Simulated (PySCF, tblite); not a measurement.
C₇H₁₀NS (charge -1).
Numbering: `[CH3:1][CH:2]([CH3:3])[C@@:4]1([S-:5])[CH2:6][C@H:7]1[C:8]#[N:9]` (hydrogens: H10, H11, H12 on C1; H13 on C2; H14, H15, H16 on C3; H17, H18 on C6; H19 on C7)

The geometry is computed with GFN2-xTB (gas phase).

Task: Give the optimised bond lengths and angles.

Result: 
```tsv
bond	length (Å)	order
C1–C2	1.527	single
C2–C3	1.526	single
C2–C4	1.524	single
C4–S5	1.754	single
C4–C6	1.496	single
C6–C7	1.515	single
C7–C8	1.398	single
C8≡N9	1.156	triple
C4–C7	1.558	single
C1–H10, C1–H11, C1–H12	1.089	single
C2–H13	1.100	single
C3–H14, C3–H15, C3–H16	1.089	single
C6–H17	1.081	single
C6–H18	1.085	single
C7–H19	1.085	single
```

Bonds in one row agree within 0.01 Å and their mean is given. Orders are formal, as drawn. A selection of angles:
```tsv
angle	degrees
C1–C2–C3	110.8
C1–C2–C4	109.1
C3–C2–C4	109.9
C2–C4–S5	116.3
C2–C4–C6	116.9
C2–C4–C7	116.0
S5–C4–C6	119.3
S5–C4–C7	116.7
C6–C4–C7	59.4
C4–C6–C7	62.3
C6–C7–C8	119.9
C4–C7–C6	58.2
C4–C7–C8	121.2
C7–C8–N9	178.7
```

Dihedral angles: C1–C2–C4–S5 -63° (synclinal); C2–C4–C6–C7 106° (anticlinal); C4–C6–C7–C8 -110° (anticlinal); C2–C4–C7–C6 -107° (anticlinal).

Of the pairs four or more bonds apart, C8···H13 is among the closest relative to their van der Waals radii: 2.57 Å, 89 % of the sum of Bondi's values. The C–C distances run from 1.398 Å (C7–C8, drawn single) to 1.558 Å (C4–C7, drawn single), a spread of 0.160 Å. The 3-membered ring C4–C6–C7 has internal angles of 58.2° to 62.3°.

Point group: C1 (no symmetry element, even within 0.4 Å). Its GFN2-xTB frequencies are all real (lowest 74 cm⁻¹).

One conformer stands for the species.
